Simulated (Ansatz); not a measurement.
`[NH2][GeH2][O][SiH](N)F` → `N[Si]F` + `[NH2][GeH2][OH]`  (silylene formation by 1,1-elimination)

Calculated with Ansatz (gas phase, PBE0-D4/def2-TZVP geometries, no zero-point term in ΔE). CCSD(T)/CBS is the MP2 limit (def2-TZVPP, def2-QZVPP) plus CCSD(T) − MP2 in def2-TZVPP, frozen cores. This one scheme is used for every species. Functionals use def2-TZVPP. B3LYP here is the variant with VWN-RPA as its local correlation; programs differ in this. For Ge outer-core shells are correlated without core-valence functions, which leaves a few kJ/mol of doubt a bond. Scalar relativity is left out up to krypton. Each species was taken in one conformer, which may not be the lowest.

`[NH2][GeH2][O][SiH](N)F`:

```xyz
13

N    -1.843    0.456   -0.975
Ge   -1.181    1.169    0.562
O     0.607    1.008    0.693
Si    1.566   -0.125    0.065
N     0.845   -1.666    0.251
F     1.740    0.035   -1.516
H    -1.636   -0.529   -1.083
H    -1.570    0.941   -1.818
H    -1.764    0.404    1.756
H    -1.444    2.676    0.581
H     2.913    0.058    0.643
H     0.610   -1.997    1.173
H     1.156   -2.428   -0.332
```

`N[Si]F`:

```xyz
5

N     0.427    0.356   -0.216
Si   -0.603   -0.977   -0.462
F    -1.363   -0.961    0.971
H     0.461    0.915    0.625
H     1.079    0.667   -0.919
```

`[NH2][GeH2][OH]`:

```xyz
8

N     0.690   -1.206   -0.170
Ge   -0.176    0.391   -0.254
O     0.061    1.122    1.352
H     0.224   -1.954    0.321
H     1.073   -1.545   -1.039
H    -1.706    0.313   -0.480
H     0.520    1.219   -1.349
H    -0.687    1.659    1.619
```

```json
{"level": "r2SCAN-D4", "ΔE (eV)": "3.02"}
{"level": "B3LYP-D4", "ΔE (eV)": "2.82"}
```

Question: What does CCSD(T)/CBS give? (Best estimate.)

Answer: Computed: +2.91 eV. The listed levels differ from it by 0.11, -0.09 eV.

Largest T1 diagnostic among the species: 0.014.

The D4 term adds +0.21 eV with B3LYP and +0.12 eV with PBE0; it sums over pairs of atoms, weighted by their polarisabilities, and B3LYP, whose exchange is more repulsive, gets the larger term. From PBE to PBE0 (25 % exact exchange), in def2-TZVPP and without D4, ΔE moves by +0.24 eV.
